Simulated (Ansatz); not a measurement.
Ideal-gas functions of `[SH][SnH]([Cl])[Cl]` at 600 K and 1 bar, from an Ansatz frequency run at PBE0-D4/def2-TZVP.

Molar mass 223.7 g/mol, point group C1 (symmetry number 1), electronic degeneracy 1, moments of inertia 285.725, 295.83, 493.297 u Å². Harmonic wavenumbers (cm⁻¹, unscaled): 40, 103, 124, 127, 365, 379, 386, 548, 566, 724, 1976, 2701.

Use S(trans) = R[1.5 ln M + 2.5 ln T − 1.1517]; rotational temperatures θ = 24.2544 K / I; S(rot) = R[ln(√π/σ · √(T³/θAθBθC)) + 1.5]; for each mode x = 1.438777 ν̃/T, S = R[x/(eˣ − 1) − ln(1 − e⁻ˣ)] and H = RT x/(eˣ − 1); 1 cm⁻¹ = 0.0119627 kJ/mol; R = 8.31446 J/(mol·K).

**Question.** By hand: the entropy, in J/(mol·K).

**Answer.** Translation 190.9. Rotation: θ = 0.0849, 0.082, 0.0492 K, giving 130.2. Vibration, mode by mode: 27.81, 19.96, 18.43, 18.23, 9.68, 9.39, 9.25, 6.62, 6.38, 4.70, 0.42, 0.10, in all 131.0. Electronic 0.0. Sum 452.1 J/(mol·K).

**Question.** By hand: H − E and G − E in kJ/mol, counted from the electronic energy.

**Answer.** Zero-point energy ½ × 8039 × 0.0119627 = 48.1; thermal vibration 33.8; translation, rotation and pV give 4 RT = 20.0. H − E = 101.9 kJ/mol, and G − E = 101.9 − 600 × 452.1/1000 = -169.4 kJ/mol.

Vibration gives 29 % of the entropy, 84.4 J/(mol·K) of it from the modes under 150 cm⁻¹: soft modes count most, and the harmonic formula is weakest for them. The sum counts one conformer and one mirror image; others add a mixing term.
